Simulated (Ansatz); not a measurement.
`[SiH3][CH](S)[GaH2]`, 11 atoms. Total charge 0; spin multiplicity 1. Correlated methods include outer-core shells of Ga, which these sets cover unevenly. Scalar relativity is left out up to krypton. All runs use 4 threads of an Intel Xeon 6975P-C on a shared host. Correlated methods freeze the cores.

(1) How many basis functions does each run have, and how long does it take in Ansatz? RKS PBE0-D4/def2-TZVP relaxation (9 steps); RHF-MP2/def2-QZVPP energy; RKS PBE0-D4/def2-TZVP frequencies; RKS revPBE-D4/def2-TZVPP energy; RKS CAM-B3LYP-D4/def2-TZVPP energy; RKS B97M-V/def2-TZVPP energy; RKS PBE0-D4/def2-SVP energy; RHF-CCSD(T)/def2-SVP energy; RHF-CCSD(T)/def2-TZVPP energy; RKS HSE06 (plane-wave form)-D4/def2-TZVPP energy; RKS ωB97M-V/def2-SVP energy; RKS PBE0-D4/def2-QZVPP energy. (Best estimate.)

## Answers

(1) The calculation gave: Other jobs shared the machine, so times are rough.

```csv
level,job,functions,wall time,peak host memory (GiB)
RKS PBE0-D4/def2-SVP,energy,117,0.95 s,0.49
RKS revPBE-D4/def2-TZVPP,energy,261,1.4 s,0.41
RKS HSE06 (plane-wave form)-D4/def2-TZVPP,energy,261,2.7 s,0.89
RKS CAM-B3LYP-D4/def2-TZVPP,energy,261,2.9 s,0.95
RKS ωB97M-V/def2-SVP,energy,117,3 s,0.49
RHF-CCSD(T)/def2-SVP,energy,117,3.7 s,0.57
RKS B97M-V/def2-TZVPP,energy,261,5 s,0.51
RKS PBE0-D4/def2-QZVPP,energy,496,7.5 s,2.4
RHF-MP2/def2-QZVPP,energy,496,17 s,3.4
RKS PBE0-D4/def2-TZVP,relaxation (9 steps),195,22 s,0.63
RHF-CCSD(T)/def2-TZVPP,energy,261,45 s,6.1
RKS PBE0-D4/def2-TZVP,frequencies,195,100 s,0.64
```
